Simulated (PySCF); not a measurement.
Method: PBE-D3(BJ)/def2-TZVP // r2SCAN-D4/def2-SVP (PySCF 2.14.0). All species are isolated molecules in the gas phase. One relaxed conformer stands for a flexible species; it need not be the lowest. Excitations are Tamm–Dancoff values on a coarser integration grid. The basis has no diffuse functions, so Rydberg states are missing or too high.

Reference species (SMILES): `Bc1cc(C#N)c2sccc2c1` (neutral, multiplicity 1).

```json
{
  "HOMO": "-6.23 eV",
  "brightest of the four lowest singlets (TDA)": "4.42 eV",
  "S1–T1 gap (TDA)": "0.58 eV"
}
```

Changed species: `Bc1cc(C#N)cc2ccsc12`.

Predict the effect on the HOMO, brightest of the four lowest singlets (TDA) and S1–T1 gap (TDA).

the HOMO stays essentially unchanged; the brightest of the four lowest singlets (TDA) decreases by 0.06 eV, to 4.36 eV; the S1–T1 gap (TDA) stays essentially unchanged.
